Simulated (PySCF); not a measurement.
Compound: C5H5O3 (doublet state).
Cartesian coordinates in Å at the GFN2-xTB level; atoms count from 1:
```
atom  x, y, z in Å
C1     2.0001   -0.2061   -0.0433
C2     0.5885   -0.3933    0.3718
C3    -0.3925    0.5653    0.1520
C4    -0.1939    1.7212   -0.5085
O5     0.0440    2.7621   -0.9831
O6    -1.7246    0.3539    0.5816
C7    -2.3717   -0.7128    0.1276
O8    -1.9775   -1.5307   -0.6433
H9     2.2041   -0.7411   -0.9747
H10    2.6723   -0.6098    0.7128
H11    2.2282    0.8461   -0.2011
H12    0.2893   -1.3371    0.7929
H13   -3.3708   -0.7172    0.5975
```

The hyperfine couplings belong to this conformer and change with its torsions.

The species is `C(=C=O)([CH]C)OC=O` [radical].

Method: UKS B3LYP, pcH-1 on C H O, non-relativistic, mean-field spin-orbit, GIAO (PySCF). Isolated species at its GFN2-xTB geometry (one conformer only). Couplings are sensitive to structure, and on GFN2-xTB geometries they can be far from those on DFT ones. No stability test was run, so a lower SCF solution isn't excluded.

Computed for the main isotopes (class means, splittings of 0.05 mT or more): g = 1.9994; H9/H10/H11 1H +48.9 MHz (1.75 mT); H12 1H -43.9 MHz (1.57 mT); 8 first-order lines, 6.81 mT wide.

What changes when 1H at H9/H10/H11 is replaced by 2H at all these sites?

The spin density stays the same (vibrational effects aside), so a scales with the nuclear g factor: 0.85744/5.58569 = 0.1535, so a goes from +48.9 to +7.5 MHz (0.268 mT). The spin goes from 1/2 to 1, so the 1:3:3:1 quartet becomes a 1:3:6:7:6:3:1 septet. The spectrum then has 14 first-order lines over 3.18 mT.

```csv
offset from centre (mT),relative intensity
-1.59,1
-1.32,3
-1.05,6
-0.78,7
-0.52,6
-0.25,3
-0.02,1
+0.02,1
+0.25,3
+0.52,6
+0.78,7
+1.05,6
+1.32,3
+1.59,1
```

Where do the 13C satellites of C2 appear, and how strong are they?

a = +66.6 MHz, or 2.38 mT in magnitude, and I = 1/2, so to first order each main line has two satellites, at ±1.19 mT. The isotope's abundance is about 1.07 %, shared among 2 lines, so each has 0.54 % of the main line's intensity.

Give position and intensity of the satellites from 13C at C3.

a = -47.8 MHz, or 1.71 mT in magnitude, and I = 1/2, so to first order each main line has two satellites, at ±0.85 mT. The isotope's abundance is about 1.07 %, shared among 2 lines, so each has 0.54 % of the main line's intensity.

Class means assume fast exchange of nuclei equivalent by connectivity; if that motion is slow, each nucleus keeps its own coupling. The three 1H nuclei of mean +48.9 MHz run from 11.4 to 90.4 MHz in the frozen geometry.
